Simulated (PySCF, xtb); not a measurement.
CaF, SMILES [Ca+][F], charge +1.

GFN2-xTB (xtb) at its own geometry gives an orbital gap of 1.58 eV.

Geometry optimised at PBE-D3(BJ)/def2-TZVPD. The spin state was assumed, not searched.

### Question
What does r2SCAN/def2-TZVPD (PySCF) give? (The exact figures need the calculation; the answer reports its results.)

### Answer
gap 6.81 eV (levels -13.65 and -6.83 eV).
